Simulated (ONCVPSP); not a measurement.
# Configuration tests for barium (ONCV)

* Element: Ba (Z = 56)
* Generator: ONCVPSP 4.0.1
* Type: optimised norm-conserving Vanderbilt (ONCV)
* Functional: PBE
* Relativity: scalar-relativistic
* Frozen core: [Kr] 4d10
* Valence charge: 10
* Reference configuration: 5s2 5p6 6s1.5 (charge +0.5)
* Partial waves: 5s+6s: rc 2.30 bohr, ncon 4, nbas 7, qcut 5.2 1/bohr, 2 projectors; 5p: rc 2.05 bohr, ncon 3, nbas 6, qcut 4.2 1/bohr, 2 projectors, debl 0.5 Ha; d scattering state at 0.33 Ha: rc 2.05 bohr, ncon 3, nbas 6, qcut 4.3 1/bohr, local
* Local potential: the d channel
* Core correction: Teter function, fcfact 3.5, rcfact 1.1

In the p channel the program set the typed energies aside and used -0.787, 0.250 Ha. In the d channel the program set the typed energies aside and used 0.050 Ha.

Energies are relative to the spin-unpolarised reference configuration 5s2 5p6 6s1.5; without spin polarisation the order of configurations can differ from experiment.

```csv
valence configuration,charge,ΔE all-electron (eV),error AE − PS (meV)
5s2 5p6 6s2,0,-2.136,+0.2
5s1 5p6 6s2,+1,36.663,-30
```

What are ΔE and the potential's error for 5s2 5p6 6s0?

ΔE = 13.207 eV all-electron; the error (AE − PS) is -1.1 meV.

What are ΔE and the potential's error for 5s2 5p6 6s1?

ΔE = 3.226 eV all-electron; the error (AE − PS) is -0.3 meV.
